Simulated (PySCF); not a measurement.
**Spinor energies of Cu³⁺ (copper, charge +3)**

Start: [Ar] 3d7 4p1; 3d3/2 filled at m_j = +1/2, +3/2; 3d5/2 filled at m_j = -3/2, -1/2, +1/2, +3/2, +5/2; 4p3/2 filled at m_j = +3/2. Calculated with PySCF 2.14 in x2c-SVPall-2c with one added diffuse shell each of s, d type (6s5p4d1f, 48 functions): generalised Hartree-Fock with the X2C-1e Hamiltonian and a Gaussian nucleus; one run each with spin-orbit coupling (SO) switched off, then screened by Boettger's factors. This is a chosen level, not necessarily the ground level.

| spinor shell | electrons | ε, spin-free (eV) | ε, screened SO (eV) | weight of nominal j (screened SO) | rms radius, screened SO (bohr) |
| --- | --- | --- | --- | --- | --- |
| 1s1/2 | 2 | -9113.5 | -9113.5 | 1.000 | 0.0602 |
| 2s1/2 | 2 | -1202.9 | -1202.9 | 1.000 | 0.254 |
| 2p1/2 | 2 | -1043.9 | -1058.6 | 0.996 | 0.226 |
| 2p3/2 | 4 | -1043.9 | -1036.7 | 0.998 | 0.229 |
| 3s1/2 | 2 | -202.35 | -202.34 | 1.000 | 0.761 |
| 3p1/2 | 2 | -152.25 | -158.59 | 0.667 | 0.803 |
| 3p3/2 | 4 | -152.25 | -149.08 | 0.833 | 0.807 |
| 3d5/2 | 5 | -76.349 | -77.634 | 0.574 | 0.884 |
| 3d3/2 | 2 | -76.349 | -73.185 | 0.673 | 0.895 |
| 4p3/2 | 1 | -31.232 | -31.191 | 1.000 | 2.90 |

```tsv
quantity	spin-free	screened SO
E (hartree)	-1649.76217	-1649.79798
M_J	6	6
⟨J²⟩	42.003	42.003
⟨L²⟩	20.002	20.043
⟨S²⟩	6.000	5.986
```

Each row is a mean over spinors that exchange with the open shell spreads, by up to 14.450 eV (3p3/2).

Rows whose weight is well below 1 are mixtures of j = l ± 1/2: exchange outweighs spin-orbit coupling there, and the label is only the starting occupation.

Without spin-orbit coupling the j labels of p, d and f shells carry no meaning; the spin-free column gives the mean over the occupied spinors of each nl shell.
